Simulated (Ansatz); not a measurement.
## Abstraction of F: C3H7FO + Ge(CH3)F2 → C3H7O + Ge(CH3)F3

Species: C3H7FO (2-fluoroethyl methyl ether) `COCCF`, singlet; Ge(CH3)F2, doublet; C3H7O `[CH2]COC`, doublet; Ge(CH3)F3, singlet. A radical takes F: the energy is the difference in strength between the C–F bond broken and the Ge–F bond made.

Shapes, held fixed at every level: PBE0-D4/def2-TZVP. Flexible molecules stand in one conformer, not always the lowest. Programs: Ansatz 0.2.0. The zero-point and thermal change to 298 K, harmonic and unscaled (PBE0-D4/def2-TZVP), is -11.0 kJ/mol.

Task: Estimate ΔH(298 K) of this reaction.

Result: The highest level, CCSD(T)/def2-TZVPP, gives ΔH(298 K) = -97.9 kJ/mol; the levels span -122.5 to -63.8. The column of differences is taken from that level and isn't an error. No measured value is set beside it here. Open shells run unrestricted. Relativity is left out for Ge. Outer-core shells of Ge are correlated in most correlated rows, in sets that cover them unevenly.

```tsv
level	kind	ΔH(298 K) (kJ/mol)	less CCSD(T)/def2-TZVPP
MP2/def2-SVP	perturbation theory	-94.8	+3.1
HF/def2-TZVPP	Hartree–Fock	-122.5	-24.6
PBE-D4/def2-TZVPP	GGA	-63.8	+34.1
B3LYP-D4/def2-TZVPP	global hybrid	-75.9	+22.0
wB97M-V/def2-TZVPP	range-separated hybrid	-77.9	+20.0
B2PLYP/def2-TZVPP	double hybrid	-87.8	+10.1
CCSD(T)/def2-SVP	coupled cluster or CI	-89.2	+8.7
CCSD(T)/def2-TZVPP	coupled cluster or CI	-97.9	0.0
```
